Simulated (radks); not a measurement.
Q: All-electron calculation, non-relativistic Kohn-Sham, LB94 model potential, spin-unpolarised, spherical densities, point nucleus. Program: a radial shooting solver on a logarithmic mesh with Libxc functionals. Response by self-consistent Sternheimer equations with the Hartree and adiabatic LDA kernel. For heavy and open-shell atoms this level of theory can miss by tens of per cent. Rank Cr3+, Si+, Mo+, Cl+, Mg, Si, Fe2+, Sc+, Ge, Tc (NIST ground configurations) by static dipole polarisability, largest first.

A: Tc 63.51, Mg 60.66, Sc+ 42.10, Si 39.31, Ge 36.76, Si+ 18.07, Mo+ 17.82, Cl+ 8.859, Fe2+ 3.426, Cr3+ 2.106 bohr^3.
